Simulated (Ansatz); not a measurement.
Cost and result for the atomization energy of `[NH2][AlH][CH]=S` (8 atoms, 7 bonds).

```xyz
8

N     0.559    0.282    1.421
Al   -0.271    0.731   -0.061
C    -0.415   -0.703   -1.412
S     0.216   -2.158   -1.086
H     0.725    0.879    2.214
H     0.936   -0.640    1.574
H    -0.848    2.190   -0.264
H    -0.902   -0.582   -2.386
```

Charge 0, multiplicity 1. The geometry is a stationary point of PBE0-D4/def2-TZVP. It is one conformer, not always the lowest. Program: Ansatz. All runs use 2 threads of an Intel Xeon 6975P-C on a shared host. Times are those of one run each, without the atoms' runs, and a repeat can differ threefold. Electronic energies, without spin–orbit coupling; frozen cores. CCSD(T)/CBS adds CCSD(T) − MP2 in def2-TZVPP to the MP2 limit, and its time is that of the two runs behind it. T1 = 0.015; the RHF reference is unstable towards UHF. B3LYP takes the VWN-RPA correlation (the form of Gaussian; ORCA's B3LYP/G).

CCSD(T)/CBS is a level of theory with its own doubt, some kJ/mol a heavy atom from the limit and from the frozen cores, so smaller differences don't rank the functionals.

```csv
level,functions,wall time
revPBE-D4/def2-TZVPP,202,1.6 s
BLYP-D4/def2-TZVPP,202,1.6 s
CCSD(T)/def2-SVP,84,1.7 s
PBE-D4/def2-TZVPP (with forces),202,1.9 s
CAM-B3LYP-D4/def2-TZVPP,202,2.1 s
r2SCANh-D4/def2-TZVPP,202,2.7 s
B3LYP-D4/def2-TZVPP (with forces),202,2.9 s
r2SCAN-D4/def2-TZVPP (with forces),202,3 s
PBE-QIDH/def2-TZVPP,202,4.1 s
ωB97M-V/def2-TZVPP (with forces),202,6.5 s
MP2/def2-QZVPP,374,14 s
CCSD(T)/def2-TZVPP,202,23 s
CCSD(T)/CBS(def2),–,36 s
```

Q: What atomization energy does each give, and how far from CCSD(T)/CBS? (An estimate is asked.)

A: The calculation gave: 
| level | atomization (kJ/mol) | difference from CCSD(T)/CBS | per bond |
| --- | --- | --- | --- |
| revPBE-D4/def2-TZVPP | 2644.5 | -20.5 | -2.9 |
| BLYP-D4/def2-TZVPP | 2671.1 | 6.1 | 0.9 |
| CCSD(T)/def2-SVP | 2465.7 | -199.3 | -28.5 |
| PBE-D4/def2-TZVPP (with forces) | 2713.9 | 48.9 | 7.0 |
| CAM-B3LYP-D4/def2-TZVPP | 2662.3 | -2.7 | -0.4 |
| r2SCANh-D4/def2-TZVPP | 2634.2 | -30.8 | -4.4 |
| B3LYP-D4/def2-TZVPP (with forces) | 2661.2 | -3.8 | -0.5 |
| r2SCAN-D4/def2-TZVPP (with forces) | 2657.7 | -7.3 | -1.0 |
| PBE-QIDH/def2-TZVPP | 2620.4 | -44.6 | -6.4 |
| ωB97M-V/def2-TZVPP (with forces) | 2675.4 | 10.4 | 1.5 |
| MP2/def2-QZVPP | 2672.5 | 7.5 | 1.1 |
| CCSD(T)/def2-TZVPP | 2574.7 | -90.3 | -12.9 |
| CCSD(T)/CBS(def2) | 2665.0 | 0.0 | 0.0 |

From BLYP to BHLYP (50 % exact exchange), in def2-TZVPP and without D4, the atomization energy moves by −92.9 kJ/mol: exact exchange takes away binding that semilocal exchange gives to molecules. In def2-TZVPP, CCSD(T) changes the Hartree–Fock value by +761.7 kJ/mol (the triples alone add +54.1 kJ/mol) and MP2 by +805.6 kJ/mol; breaking electron pairs costs correlation energy, which Hartree–Fock lacks. At CCSD(T), def2-SVP lies −199.3 kJ/mol from the extrapolated value and def2-TZVPP −90.2 kJ/mol: correlation converges slowly with the basis, and small sets miss more of it in the bonded molecule than in its fragments.
